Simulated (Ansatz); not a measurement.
C3H7ClOSn (`CC(C)[O][Sn][Cl]`) at its PBE0-D4/def2-TZVP geometry, where that method's forces vanish. Total charge 0; spin multiplicity 1. Sn: def2 effective core potential.

```xyz
13

C    -0.1277    0.6627    1.2204
C     0.6311   -0.2746    0.2997
C     0.8122    0.3034   -1.0913
O     0.0108   -1.5455    0.2448
Sn   -1.6853   -2.3294   -0.3258
Cl   -2.8980   -0.4153   -1.1163
H     0.4150    1.6035    1.3415
H    -1.1158    0.8877    0.8120
H    -0.2486    0.2095    2.2067
H     1.6252   -0.4530    0.7318
H     1.3855    1.2328   -1.0488
H     1.3523   -0.4015   -1.7272
H    -0.1567    0.5196   -1.5476
```

What forces (eV/Å) does ωB97M-V/def2-TZVPP give on these atoms in Ansatz 0.2.0? (Best estimate.)

Ansatz gave: 
```
C1  -0.085  0.105  0.103
C2   0.273  0.095  0.097
C3   0.019  0.064 -0.155
O4  -0.183 -0.201 -0.043
Sn5  0.010  0.020  0.001
Cl6  0.048 -0.025  0.024
H7  -0.037 -0.063 -0.012
H8   0.058 -0.017  0.017
H9   0.008  0.026 -0.066
H10 -0.086  0.026 -0.039
H11 -0.041 -0.061  0.000
H12 -0.037  0.043  0.043
H13  0.052 -0.013  0.031
```
